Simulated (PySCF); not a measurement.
ZnH, SMILES [ZnH+] (connectivity only; charge and spin as stated), charge +1, multiplicity 1. Coordinates come from a PBE0-D3(BJ)/def2-TZVPD optimisation. The multiplicity is an assumed one; other spin states were not compared.

Method: PBE0-D3(BJ)/def2-TZVPD run with PySCF.

Harmonic wavenumbers (cm⁻¹): 1907. Rotational constants (GHz): 216.5 (linear); symmetry number 1.

### Question
Work out the zero-point energy and the ideal-gas rigid-rotor harmonic-oscillator thermochemistry at 298.15 K and 1 atm.

### Answer
ZPE = ½ Σ hcν = ½ × 1907 cm⁻¹ = 11.41 kJ/mol. H − E(el) = 20.08 kJ/mol. Entropy in J/(mol K): translation 161.07, rotation 36.23, vibration 0.01, total 197.30. G − E(el) = -38.74 kJ/mol. Cp = 29.17 J/(mol K).
